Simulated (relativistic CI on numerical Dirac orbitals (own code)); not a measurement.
**Slater and spin-orbit integrals, Ba XXV**

Method of calculation: Dirac-Coulomb-Breit CI, KLI orbitals optimised for each configuration, model QED, unscaled Slater integrals (own radial code, finite nucleus).

Slater integrals F^k, G^k are unscaled and averaged over j, outside the closed core [Ar] 3d10; ζ comes from projecting the Hamiltonian with its Breit term on Σ l·s of the shell.

- 4s2 4p2: F^2(4p,4p) = 165800, ζ(4p) = 112460 cm⁻¹; <r>(4p) = 0.6222, <r^2>(4p) = 0.437 (bohr units).
- 4s 4p3: F^2(4p,4p) = 165780, G^1(4s,4p) = 217300, ζ(4p) = 112330 cm⁻¹; <r>(4s) = 0.6057, <r^2>(4s) = 0.4117, <r>(4p) = 0.6223, <r^2>(4p) = 0.4371 (bohr units).
- 4s2 4p 4d: ζ(4p) = 112740, F^2(4p,4d) = 161380, G^1(4p,4d) = 202240, G^3(4p,4d) = 129190, ζ(4d) = 13248 cm⁻¹; <r>(4p) = 0.6225, <r^2>(4p) = 0.4374, <r>(4d) = 0.6345, <r^2>(4d) = 0.4594 (bohr units).

Averages of the first 10 configurations, taken without configuration mixing, which lowers the lowest level and can move excited configurations by several eV; other configurations of the list can lie among them:

```json
{"Configuration": "4s2 4p2", "Parity": "even", "States": "15", "Average energy above the lowest level (eV)": "30.2"}
{"Configuration": "4s 4p3", "Parity": "odd", "States": "40", "Average energy above the lowest level (eV)": "102.0"}
{"Configuration": "4s2 4p 4d", "Parity": "odd", "States": "60", "Average energy above the lowest level (eV)": "136.1"}
{"Configuration": "4p4", "Parity": "even", "States": "15", "Average energy above the lowest level (eV)": "181.2"}
{"Configuration": "4s 4p2 4d", "Parity": "even", "States": "300", "Average energy above the lowest level (eV)": "204.6"}
{"Configuration": "4s2 4p 4f", "Parity": "even", "States": "84", "Average energy above the lowest level (eV)": "242.1"}
{"Configuration": "4s 4p2 4f", "Parity": "odd", "States": "420", "Average energy above the lowest level (eV)": "310.9"}
{"Configuration": "4p3 4d", "Parity": "odd", "States": "200", "Average energy above the lowest level (eV)": "280.5"}
{"Configuration": "4s 4p 4d2", "Parity": "odd", "States": "540", "Average energy above the lowest level (eV)": "309.3"}
{"Configuration": "4s2 4d 4f", "Parity": "odd", "States": "140", "Average energy above the lowest level (eV)": "348.3"}
```
